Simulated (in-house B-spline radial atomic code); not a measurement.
Values are calculated unless marked as measured or tabulated.
Correlation energy from the adiabatic connection: −Z exp(−kr)/r, Z = 1.33, k = 0.0419

Two electrons in a singlet, external potential −Z exp(−kr)/r, Z = 1.33, k = 0.0419 (atomic units). Full CI in B-splines (partial waves to l = 8, correlation up to 0.6 % small) with the density held fixed gives W(λ) = <V_ee>_λ − U, and E_c is the integral of W(λ) − W(0) from 0 to 1.

```json
{"λ": "0", "W(λ) − W(0) (hartree)": "0.00000"}
{"λ": "0.02", "W(λ) − W(0) (hartree)": "-0.00204"}
{"λ": "0.05", "W(λ) − W(0) (hartree)": "-0.00503"}
{"λ": "0.12", "W(λ) − W(0) (hartree)": "-0.01175"}
{"λ": "0.25", "W(λ) − W(0) (hartree)": "-0.02331"}
{"λ": "0.4", "W(λ) − W(0) (hartree)": "-0.03534"}
{"λ": "0.6", "W(λ) − W(0) (hartree)": "-0.04951"}
{"λ": "0.8", "W(λ) − W(0) (hartree)": "-0.06188"}
{"λ": "1", "W(λ) − W(0) (hartree)": "-0.07276"}
```

**Question.** Integrate the table by the trapezoid rule.

**Answer.** The strips give -0.00002, -0.00011, -0.00059, -0.00228, -0.00440, -0.00848, -0.01114, -0.01346, which sum to -0.04048 hartree. The direct value, W(1) − W(0) + T_c with T_c = 0.03216, is -0.04059; the curve is convex, so chords lie above it and the trapezoids fall short in size by 0.28 %.

**Question.** Now use only three numbers: W(0) = -0.59965, the initial slope W'(0) = -0.1026 (extrapolated from the first points) and the strong-coupling limit of the point-charge-plus-continuum model, W∞ = -0.86157. What do second-order theory and the interpolation W(λ) = W∞ + (W(0) − W∞)/√(1 + 2χλ) of Seidl, Perdew and Levy give?

**Answer.** Second order keeps the slope alone: E_c = W'(0)/2 = -0.05130, +26 % in size against -0.04059. Matching the slope fixes χ = W'(0)/(W∞ − W(0)) = -0.1026/(-0.26192) = 0.39172. Integrating, with s = √(1 + 2χ) = 1.335457, E_c = −(W(0) − W∞)(s − 1)/(s + 1) = −0.26192 × 0.335457/2.335457 = -0.03762 hartree, -7.3 % in size against the full result. At λ = 1 the formula gives W − W(0) = -0.06579 against -0.07276. Part of the miss can come from the model's W∞.
